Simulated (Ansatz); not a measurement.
An input meant for GeMeI3 (CH₃GeI₃) (charge 0, singlet).

```yaml
crystal:
  periodic: [false, false, false]
  atoms:
    - {symbol: Ge, position_ang: [-0.002112, 0.002151, -0.787998]}
    - {symbol: C, position_ang: [0.003296, -0.003268, 1.172256]}
    - {symbol: H, position_ang: [-1.044652, 0.016650, 1.527222]}
    - {symbol: H, position_ang: [0.546767, 0.893714, 1.525324]}
    - {symbol: H, position_ang: [0.510613, -0.923030, 1.520482]}
    - {symbol: I, position_ang: [2.387643, -0.028066, -1.659255]}
    - {symbol: I, position_ang: [-1.172422, 2.092540, -1.643307]}
    - {symbol: I, position_ang: [-1.229132, -2.050690, -1.654714]}
basis:
  gaussian: {orbitals: def2-mTZVPP}
hamiltonian: {xc: {name: HF}}
correlation: {method: mp2, frozen_orbitals: {Ge: 0}}
scf: {omitted_lower_state_checks: [starts]}
```

```sh
$ ansatz run in.yaml --threads 2 --pin off --events-out ev --progress --plain --max-ram 32768MiB --backend cpu
```

Output, abridged:

```
Functional definition: HF
Error: "frozen_orbitals" has no count for C
```

**Question.** Something in this input is off. What?

**Answer.** Frozen orbitals are typed for one element alone, and the program wants a count for each (the count typed has to fit that element's core, too). The input was rejected before any iteration.
